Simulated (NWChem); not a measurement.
Species: C2H3B; SMILES C#CB

```xyz
6

B     -0.0045    -1.3955     0.0116
C     -0.0031     0.1130     0.0101
C     -0.0018     1.3340     0.0096
H     -0.0008     2.4100     0.0090
H      1.0402    -1.9998     0.0129
H     -1.0503    -1.9980     0.0110
```
Atoms are numbered in this order, from 1.

Geometry: optimised at PBE0/def2-SVP.

### Question
Give the principal values of the shielding tensors (ppm) of B1, C2, C3 from Hartree-Fock/6-31G* (spherical d), GIAO (NWChem), with their diamagnetic and paramagnetic parts as GIAO splits them.

### Answer
```tsv
atom	σ11	σ22	σ33	isotropic	diamagnetic	paramagnetic
B1	7.1	33.3	145.7	62.0	197.2	-135.1
C2	20.0	28.2	343.8	130.7	256.2	-125.5
C3	28.1	53.4	103.0	61.5	274.5	-213.0
```
